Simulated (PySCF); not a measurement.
Compound: C3H7O3S (charge -1).
Bonds: C1–C2, C2–C3, C2–S4, S4–O5 (double), S4–O6 (double), S4–O7. Hydrogens: H8, H9, H10 on C1; H11 on C2; H12, H13, H14 on C3.

The same species was optimised twice, with GFN2-xTB and with PBE0-D3(BJ)/def2-SVP (PySCF), and the same property calculations (PySCF, gas phase) were run on both structures.

| coordinate | GFN2-xTB | PBE0-D3(BJ)/def2-SVP | change |
| --- | --- | --- | --- |
| S4=O5 (Å) | 1.463 | 1.484 | +0.021 |
| S4=O6 (Å) | 1.464 | 1.482 | +0.018 |
| S4–O7 (Å) | 1.464 | 1.481 | +0.017 |
| C2–S4 (Å) | 1.845 | 1.835 | -0.010 |
| C2–C3 (Å) | 1.507 | 1.517 | +0.010 |
| C1–C2 (Å) | 1.508 | 1.516 | +0.008 |
| C3–C2–S4 (°) | 105.4 | 109.4 | +4.0 |
| C1–C2–S4 (°) | 105.5 | 109.2 | +3.7 |
| C2–S4–O5 (°) | 104.8 | 103.7 | -1.1 |
| C1–C2–C3 (°) | 114.5 | 113.5 | -1.0 |
| O6–S4–O7 (°) | 113.4 | 114.2 | +0.8 |
| C2–S4–O6 (°) | 105.0 | 104.3 | -0.7 |
| C2–S4–O7 (°) | 105.1 | 104.4 | -0.7 |
| O5–S4–O6 (°) | 113.6 | 114.3 | +0.7 |
| C1–C2–S4–O5 (°) | 61 | 62 | +1 |

Rotational constants: A = 3242, B = 2204, C = 1815 MHz (GFN2-xTB) against A = 3178, B = 2130, C = 1762 MHz (PBE0-D3(BJ)/def2-SVP). Point groups within 0.08 Å: Cs and Cs. Atoms that the bonding makes alike are paired by their places after alignment.

On the GFN2-xTB structure: HOMO (eV) -1.91 [PBE0/pcSseg-1]; LUMO (eV) 5.21 [PBE0/pcSseg-1]; GIAO shielding of C1/C3 (mean) (ppm) 167.5 [PBE0/pcSseg-1]; GIAO shielding of C2 (ppm) 132.0 [PBE0/pcSseg-1]; GIAO shielding of S4 (ppm) 179.1 [PBE0/pcSseg-1]; GIAO shielding of O5/O6/O7 (mean) (ppm) 138.5 [PBE0/pcSseg-1].

Problem. What do these properties become on the PBE0-D3(BJ)/def2-SVP structure?

Solution. 
```
                                    property          level  on GFN2-xTB  on PBE0-D3(BJ)/def2-SVP  change
                                   HOMO (eV)  PBE0/pcSseg-1        -1.91                    -1.97   -0.06
                                   LUMO (eV)  PBE0/pcSseg-1         5.21                     5.08   -0.13
energy, GFN2-xTB geometry as zero (kcal/mol)  PBE0/pcSseg-1          0.0                     -3.1    -3.1
        GIAO shielding of C1/C3 (mean) (ppm)  PBE0/pcSseg-1        167.5                    164.6    -2.9
                  GIAO shielding of C2 (ppm)  PBE0/pcSseg-1        132.0                    129.9    -2.1
                  GIAO shielding of S4 (ppm)  PBE0/pcSseg-1        179.1                    164.9   -14.2
     GIAO shielding of O5/O6/O7 (mean) (ppm)  PBE0/pcSseg-1        138.5                    122.6   -15.9
```

The heavy atoms differ by 0.039 Å rms after alignment (one structure mirrored). Among bonds between heavy atoms S4=O5 changes most (+0.021 Å). Changes are differences of the printed values. Neither structure is proved a minimum here. Isolated species at its PBE0-D3(BJ)/def2-SVP geometry, gas phase. The geometry's basis has no diffuse functions, a weakness for an anion.

Conformer computed: `[CH3:1][CH:2]([CH3:3])[S:4](=[O:5])(=[O:6])[O-:7]`: C1–C2–S4–O5 62°.
